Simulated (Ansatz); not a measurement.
Li9F9⁻ (started as a model of: (LiF)9 cage of four- and six-membered rings). The state is a doublet with charge -1. Geometry PBE-D4/def2-SVP, that of the neutral singlet; atoms count from 1.

```xyz
18

Li   -1.999    1.474   -0.081
F    -0.784    1.990    1.150
Li    0.273    2.325   -0.315
F    -1.015    1.965   -1.531
Li   -1.198    0.236   -2.021
F    -2.332   -0.207   -0.645
Li   -1.808   -1.422    0.535
F    -1.339   -0.836    2.178
Li   -0.337    0.666    2.241
F     1.273   -0.201    2.059
Li    0.243   -1.665    1.828
F    -0.276   -2.399    0.263
Li    2.271    0.142    0.634
F     1.834    1.507   -0.516
F     0.286   -0.691   -2.311
Li    0.799   -1.947   -1.073
F     2.353   -1.129   -0.647
Li    1.756    0.191   -1.748
```

The highest occupied level of the charge -1 doublet lies above zero (up to 1.53 eV). By energy differences it is unbound by 0.63 eV (vertical, to the charge 0 singlet, at PBE0-D4/def2-TZVP) and held by the finite basis.

Q: Estimate the Mulliken populations from the PBE0/def2-TZVP orbitals of Ansatz.

A: 
```tsv
atom	charge (e)	spin (α − β)
Li1	0.33	0.45
F2	-0.79	0.00
Li3	0.86	-0.05
F4	-0.79	0.00
Li5	0.86	-0.05
F6	-0.79	0.00
Li7	0.85	-0.05
F8	-0.79	0.00
Li9	0.85	-0.05
F10	-0.79	0.00
Li11	0.33	0.45
F12	-0.79	0.00
Li13	0.85	-0.05
F14	-0.79	0.00
F15	-0.79	0.00
Li16	0.85	-0.05
F17	-0.79	0.00
Li18	0.33	0.45
```
Mulliken values and Mayer orders depend strongly on the basis.

Q: Where does the spin sit?

A: Summed by element: Li 1.03, F -0.03, of 1 unpaired in all. Largest on single atoms: Li1 0.45, Li18 0.45, Li11 0.45.
